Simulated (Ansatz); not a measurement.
Calculated with Ansatz (gas phase, PBE0-D4/def2-TZVP geometries, no zero-point term in ΔE). CBS: MP2 limit from def2 TZ/QZ plus the TZ coupled-cluster correction, frozen cores. This one scheme is used for every species. DFT in def2-TZVPP. B3LYP here is the variant with VWN-RPA as its local correlation; programs differ in this. One conformer a species, not always the lowest.

Reaction (cleavage of the Si–Si bond): `O[SiH2][SiH2][SiH2]Cl` + `N[SiH3]` → `[SiH3]N[SiH2][SiH2]Cl` + silanol

`O[SiH2][SiH2][SiH2]Cl`:

Cartesian coordinates in Å:
```
O 0.811 -2.800 -1.054
Si 0.057 -1.333 -1.132
Si 0.510 0.029 0.728
Si -0.626 2.064 0.539
Cl -0.264 3.236 2.199
H 0.629 -3.356 -0.295
H 0.561 -0.690 -2.370
H -1.423 -1.484 -1.240
H 1.968 0.301 0.855
H 0.046 -0.645 1.975
H -2.093 1.855 0.448
H -0.177 2.824 -0.655
```

`N[SiH3]`:

Z-matrix (Å, degrees):
```
Si
N 1 1.720
H 1 1.486 2 107.9
H 1 1.494 2 116.0 3 -120.3
H 1 1.486 2 107.9 3 119.4
H 2 1.007 1 119.6 3 -168.6
H 2 1.007 1 119.6 3 49.2
```

`[SiH3]N[SiH2][SiH2]Cl`:

```xyz
13

Si   -0.905    0.657    1.657
N     0.167   -0.627    1.229
Si    0.527   -1.254   -0.338
Si    0.364    0.429   -1.965
Cl    1.307    2.126   -1.256
H    -1.495    1.155    0.389
H    -0.199    1.764    2.355
H    -2.000    0.187    2.549
H     0.644   -1.086    1.993
H     1.921   -1.777   -0.335
H    -0.361   -2.380   -0.756
H     1.060    0.008   -3.209
H    -1.030    0.800   -2.313
```

`O[SiH3]`:

Cartesian coordinates in Å:
```
O 0.707 -0.996 0.387
Si -0.308 0.247 0.016
H 1.487 -1.114 -0.155
H 0.380 1.565 0.108
H -1.408 0.183 1.005
H -0.858 0.115 -1.361
```

**Question.** Is it downhill or uphill in electronic energy at CCSD(T)/CBS, and by how much? (Best estimate.)

**Answer.** Computed: Downhill: ΔE = -12.5 kcal/mol.

**Question.** What do these levels give: r2SCAN-D4, PBE0-D4, B3LYP-D4, ωB97M-V, B2PLYP, PBE, r2SCAN, HF/def2-TZVPP, MP2/def2-TZVPP, SCS-MP2/def2-TZVPP, CCSD(T)/def2-TZVPP, HF/def2-QZVPP? (An estimate is asked.)

**Answer.** The calculation gave: r2SCAN-D4 -10.2, PBE0-D4 -9.1, B3LYP-D4 -12.4, ωB97M-V -13.2, B2PLYP -12.0, PBE -6.0, r2SCAN -9.8, HF/def2-TZVPP -15.1, MP2/def2-TZVPP -14.3, SCS-MP2/def2-TZVPP -14.8, CCSD(T)/def2-TZVPP -12.5, HF/def2-QZVPP -15.4 kcal/mol.

Largest T1 diagnostic among the species: 0.012.

In def2-TZVPP, CCSD(T) changes the Hartree–Fock value by +2.6 kcal/mol (the triples alone add +0.4 kcal/mol) and MP2 by +0.8 kcal/mol. From PBE to PBE0 (25 % exact exchange), in def2-TZVPP and without D4, ΔE moves by −1.9 kcal/mol.
